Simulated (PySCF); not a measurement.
Job file and geometry (Å, from GFN2-xTB) of an NMR shielding run on SMILES CN[Si@@](C#N)([SiH2]C#N)SC, C4H9N3SSi2, GIAO PBE0/pcSseg-1 NMR shielding, non-relativistic, gas phase in PySCF; density fitting, a coarse starting grid and PySCF grid level 2 are the driver's defaults:

```
$ OMP_NUM_THREADS=1 python probes_run.py task.json out

{"job": {"kind": "nmr", "xc": "PBE0", "basis": "pcSseg-1"}, "charge": 0, "multiplicity": 1}
C      1.741556     0.223316    -1.430672
N      0.350552    -0.087393    -1.164432
Si    -0.346022     0.028446     0.403989
C      0.641296    -1.231612     1.388286
N      1.206894    -1.995458     2.027939
Si    -0.383744     2.045613     1.563550
C      0.692684     3.163585     0.520981
N      1.357713     3.807055    -0.155982
S     -2.339056    -0.792258     0.241181
C     -1.953268    -2.485337    -0.292485
H      2.349077    -0.168213    -0.617617
H      1.919176     1.299310    -1.507435
H      2.052297    -0.254291    -2.359368
H     -0.237746     0.134557    -1.956482
H     -1.671810     2.736234     1.646478
H      0.288941     2.016452     2.865690
H     -1.376166    -2.456533    -1.211014
H     -2.903629    -2.981359    -0.460769
H     -1.398547    -2.992864     0.490701
```

**Question.** What does the program print?

**Answer.** 
```
coarse grid: 17984 points
cycle   1  E = -1298.3133288581  dE =  9.745e-01  |g| = 6.221e-01  |ddm| = 4.131e+00
cycle   2  E = -1298.0311213302  dE =  2.822e-01  |g| = 1.269e+00  |ddm| = 1.620e+00
cycle   3  E = -1298.4063502286  dE = -3.752e-01  |g| = 1.882e-01  |ddm| = 1.072e+00
cycle   4  E = -1298.4131182286  dE = -6.768e-03  |g| = 7.172e-02  |ddm| = 1.779e-01
cycle   5  E = -1298.4141564212  dE = -1.038e-03  |g| = 2.051e-02  |ddm| = 7.943e-02
cycle   6  E = -1298.4142489418  dE = -9.252e-05  |g| = 4.896e-03  |ddm| = 2.535e-02
cycle   7  E = -1298.4142540082  dE = -5.066e-06  |g| = 1.607e-03  |ddm| = 6.986e-03
final grid: 161760 points
cycle   8  E = -1298.4697203473  dE = -2.719e-05  |g| = 9.499e-03  |ddm| = 2.760e-02
cycle   9  E = -1298.4696972709  dE =  2.308e-05  |g| = 1.366e-02  |ddm| = 1.948e-02
cycle  10  E = -1298.4697398738  dE = -4.260e-05  |g| = 3.062e-03  |ddm| = 1.234e-02
cycle  11  E = -1298.4697418396  dE = -1.966e-06  |g| = 5.981e-04  |ddm| = 1.987e-03
cycle  12  E = -1298.4697419174  dE = -7.780e-08  |g| = 1.776e-04  |ddm| = 6.866e-04
cycle  13  E = -1298.4697419233  dE = -5.834e-09  |g| = 5.427e-05  |ddm| = 1.589e-04
cycle  14  E = -1298.4697419238  dE = -4.811e-10  |g| = 3.457e-05  |ddm| = 6.839e-05
cycle  15  E = -1298.4697419240  dE = -2.465e-10  |g| = 8.353e-06  |ddm| = 2.347e-05
converged SCF energy = -1298.4697419240

GIAO shielding tensors (ppm)
atom      isotropic    diamagn.    paramagn.     s11        s22        s33       span
  0 C      155.981     246.395     -90.414    133.132    148.535    186.275     53.143
  1 N      233.165     327.872     -94.707    191.142    240.325    268.028     76.885
  2 Si     373.274     881.574    -508.300    317.721    376.569    425.533    107.811
  3 C       62.757     266.500    -203.742    -52.077    -47.783    288.132    340.209
  4 N      -90.956     339.418    -430.374   -298.522   -262.214    287.869    586.392
  5 Si     458.929     879.390    -420.461    444.898    464.195    467.694     22.797
  6 C       64.692     264.121    -199.429    -49.173    -44.730    287.978    337.151
  7 N     -105.552     336.602    -442.154   -309.370   -302.309    295.022    604.393
  8 S      634.808    1059.768    -424.961    537.968    603.750    762.706    224.737
  9 C      171.560     251.531     -79.971    158.277    165.161    191.241     32.964
 10 H       28.906      31.872      -2.966     24.915     28.001     33.801      8.886
 11 H       28.150      31.866      -3.716     21.848     27.558     35.046     13.198
 12 H       28.912      29.428      -0.516     23.631     26.635     36.472     12.841
 13 H       31.189      35.899      -4.710     22.322     30.831     40.413     18.091
 14 H       27.592      27.209       0.383     23.846     26.192     32.737      8.891
 15 H       27.306      27.088       0.218     24.033     25.574     32.312      8.279
 16 H       29.086      31.613      -2.527     22.748     28.683     35.826     13.078
 17 H       29.523      28.517       1.007     23.639     26.399     38.532     14.893
 18 H       29.027      30.433      -1.406     23.429     27.786     35.867     12.438
```

**Question.** Turn these shieldings into chemical shifts. Shifts are taken against calculated references (same method and geometry level): $^{13}$C (σref 186.93) and $^{29}$Si (σref 349.16) and $^{1}$H (σref 31.72) against TMS; $^{15}$N (σref 267.73) against NH3; CS2 for $^{33}$S (σref 503.73).

**Answer.** Averaging equivalent atoms: C 3: 124.2; C 6: 122.2; C 0: 30.9; C 9: 15.4; N 7: 373.3; N 4: 358.7; N 1: 34.6; Si 2: -24.1; Si 5: -109.8; S 8: -131; H 15: 4.41; H 14: 4.13; H 10/11/12: 3.06; H 16/17/18: 2.50; H 13: 0.53 ppm. Experimental scales use liquid or dissolved standards, which lie at an offset from isolated NH3 (liquid NH3: subtract about 20 ppm). Unscaled 15N shifts of sp2 nitrogen come out 20 to 40 ppm too high even then.

Size and cost of the density-fitted run: 236 basis functions, 71 s wall time on 1 thread of an Arm Neoverse V2, shared host; peak memory 1.1 GiB.
